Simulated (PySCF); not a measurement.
**BeAs⁻: from constants to spectrum**

UHF-CCSD(T) constants of BeAs⁻, ³Π (triplet), unpaired electrons σ ↑, π ↑ (PySCF, no relativity, basis sets Be aug-pcseg-1, As aug-pcseg-1; masses 9.0122 and 74.9216 u):

* ωe: 580.9 cm⁻¹
* ωexe: 4.89 cm⁻¹
* Be: 0.46838 cm⁻¹
* αe: 0.00479 cm⁻¹

What force constant and bond length do these constants imply?

Reduced mass μred = 8.0445 u; k = 5.8918×10⁻⁷·μred·ωe² (u, cm⁻¹, mdyn/Å) = 1.60 mdyn/Å; Re = √(16.8576/(μred·Be)) (u, cm⁻¹, Å) = 2.115 Å.

Estimate the centrifugal constant D from the Kratzer relation and find the Dunham coefficient a1.

D = 4Be³/ωe² = 1.22e-06 cm⁻¹; a1 = −1 − αeωe/(6Be²) = -3.11.

Correlated steps freeze 9 core orbitals. Spin–orbit coupling is left out. The state was picked by a PBE0 search and need not be the measured ground state.
